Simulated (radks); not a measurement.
Minus the highest occupied eigenvalue as an estimate of the ionisation energy, Xe20+ to Xe39+. The LB94 potential has the -1/r tail that LDA and GGA lack but no energy functional. Calculated with a radial shooting solver on a logarithmic mesh with Libxc functionals: Dirac Kohn-Sham, LB94 model potential, spin-unpolarised, spherical densities, finite nucleus; open shells fill j = l - 1/2 first; Fermi nuclear charge, rms radius 4.7859 fm.

species      configuration   HOMO  -e(HOMO) (eV)  <r> (bohr)  IE, NIST (eV)       kind
Xe20+    [Ar] 3d10 4s2 4p4  4p3/2         618.12       0.679            616     theory
Xe21+    [Ar] 3d10 4s2 4p3  4p3/2         652.57       0.671            650     theory
Xe22+    [Ar] 3d10 4s2 4p2  4p1/2         705.54       0.646            700     theory
Xe23+    [Ar] 3d10 4s2 4p1  4p1/2         741.97       0.639            736     theory
Xe24+        [Ar] 3d10 4s2  4s1/2         830.46       0.627            818     theory
Xe25+        [Ar] 3d10 4s1  4s1/2         868.55       0.620          857.0  semi-emp.
Xe26+            [Ar] 3d10  3d5/2         1482.8       0.274           1493     theory
Xe27+             [Ar] 3d9  3d5/2         1564.0       0.270           1571     theory
Xe28+             [Ar] 3d8  3d5/2         1646.7       0.267           1653     theory
Xe29+             [Ar] 3d7  3d5/2         1731.0       0.264           1742     theory
Xe30+             [Ar] 3d6  3d5/2         1816.8       0.260           1826     theory
Xe31+             [Ar] 3d5  3d5/2         1904.2       0.257           1919     theory
Xe32+             [Ar] 3d4  3d3/2         2009.8       0.251           2023     theory
Xe33+             [Ar] 3d3  3d3/2         2101.2       0.248           2113     theory
Xe34+             [Ar] 3d2  3d3/2         2194.0       0.245           2209     theory
Xe35+             [Ar] 3d1  3d3/2         2288.3       0.243           2300     theory
Xe36+                 [Ar]  3p3/2         2551.0       0.276           2556     theory
Xe37+         [Ne] 3s2 3p5  3p3/2         2635.6       0.274           2637     theory
Xe38+         [Ne] 3s2 3p4  3p3/2         2721.0       0.272           2726     theory
Xe39+         [Ne] 3s2 3p3  3p3/2         2807.3       0.270           2811     theory

Reference values: NIST Atomic Spectra Database (exp. = measured, semi-emp. = semi-empirical, theory = theoretical value adopted there). Spin polarisation and multiplet splitting are left out.

Beside tabulated values, note that spin-unpolarised runs miss the spin-polarisation part of the exchange energy of open shells.
